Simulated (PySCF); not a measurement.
Compound: GaH5SSi.
SMILES: `[SiH3][S][GaH2]`

All values: CAM-B3LYP/def2-SVPD (PySCF, non-relativistic), on one gas-phase PBE0-D3(BJ)/def2-SVP geometry that isn't relaxed in the solvent. The solvent is an IEF-PCM continuum (cavity from Bondi-type radii × 1.2), and excitations are vertical TDDFT with non-equilibrium linear response and a frozen core. The model holds no explicit solvent molecules, cavitation or dispersion. Spin–orbit coupling is left out although an atom past zinc is present.

Gas-phase singlets (H = HOMO, L = LUMO):

```tsv
state	E (eV)	λ (nm)	f	leading configuration
S1	5.156	240	0.062	H→L 95%
S2	5.444	228	0.002	H-1→L 92%
S3	5.777	215	0.002	H-2→L 90%
S4	6.283	197	0.042	H→L+1 94%
S5	6.514	190	0.001	H→L+3 72%
```

Task: What are the lowest 5 singlets in acetone (ε = 20.49)?

Result: 
| state | E (eV) | λ (nm) | f | leading configuration | change by rank (eV) |
| --- | --- | --- | --- | --- | --- |
| S1 | 5.443 | 228 | 0.077 | H→L 96% | +0.287 |
| S2 | 5.704 | 217 | 0.002 | H-1→L 82% | +0.260 |
| S3 | 5.970 | 208 | 0.003 | H-2→L 80% | +0.193 |
| S4 | 6.330 | 196 | 0.060 | H→L+1 94% | +0.047 |
| S5 | 6.579 | 188 | 0.000 | H→L+3 62% | +0.065 |

Task: The ground-state energy changes by -0.123 eV from gas to acetone. By how much does the total energy of gas-phase S1 change?

Result: E(S1) = E(S0) + excitation energy, so it changes by -0.123 + 0.287 = +0.164 eV: it isn't lowered at all, while the ground state is. This is the vertical state, with the slow part of the continuum still set for S0.

Task: How do the frontier levels move from gas to acetone?

Result: 
| orbital | gas (eV) | solvent (eV) | change (eV) |
| --- | --- | --- | --- |
| LUMO+2 | 0.79 | 0.98 | +0.19 |
| LUMO+1 | 0.65 | 0.76 | +0.11 |
| LUMO | -0.82 | -0.40 | +0.42 |
| HOMO | -8.90 | -8.85 | +0.05 |
| HOMO-1 | -9.67 | -9.58 | +0.09 |
| HOMO-2 | -10.15 | -9.95 | +0.20 |
| HOMO-3 | -11.24 | -11.10 | +0.14 |

The HOMO–LUMO gap goes from 8.07 to 8.45 eV.
